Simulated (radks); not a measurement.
The numbers below are computed, except where a source is named.
The technetium ion Tc+, 42 electrons, occupied as [Kr] 4d5 5s1.

Level of theory: scalar-relativistic Kohn-Sham, PBE, spin-polarised, spherical densities, point nucleus; open shells are filled with parallel spins first (spin-orbit coupling, left out, can overturn this in heavy ions) (a radial shooting solver on a logarithmic mesh with Libxc functionals).

Energy parts (eV):
| part | energy |
|---|---|
| total | -116614.138 |
| kinetic | 120415.043 |
| electron-nucleus | -280744.657 |
| Hartree | 47205.528 |
| exchange-correlation | -3490.052 |

Orbitals (lengths in bohr, moments of r in powers of bohr):
| orbital | occ. | eigenvalue (eV) | <r^4> |
|---|---|---|---|
| 1s up | 1 | -20875.69 | 6.519e-06 |
| 1s down | 1 | -20875.68 | 6.519e-06 |
| 2s up | 1 | -2984.587 | 0.001197 |
| 2s down | 1 | -2983.951 | 0.001197 |
| 2p up | 3 | -2671.801 | 0.0008579 |
| 2p down | 3 | -2671.323 | 0.0008576 |
| 3s up | 1 | -525.7303 | 0.06036 |
| 3s down | 1 | -525.3876 | 0.06026 |
| 3p up | 3 | -423.0971 | 0.06621 |
| 3p down | 3 | -422.7097 | 0.06601 |
| 3d up | 5 | -257.0955 | 0.07042 |
| 3d down | 5 | -256.4991 | 0.06995 |
| 4s up | 1 | -81.9020 | 2.460 |
| 4s down | 1 | -78.6105 | 2.396 |
| 4p up | 3 | -54.0105 | 3.979 |
| 4p down | 3 | -50.4171 | 3.890 |
| 4d up | 5 | -15.3233 | 21.30 |
| 4d down | 0 | -11.4268 | 23.78 |
| 5s up | 1 | -12.1574 | 152.2 |

The highest occupied level is 5s up at -12.157 eV. Spin moment in Bohr magnetons: 6.
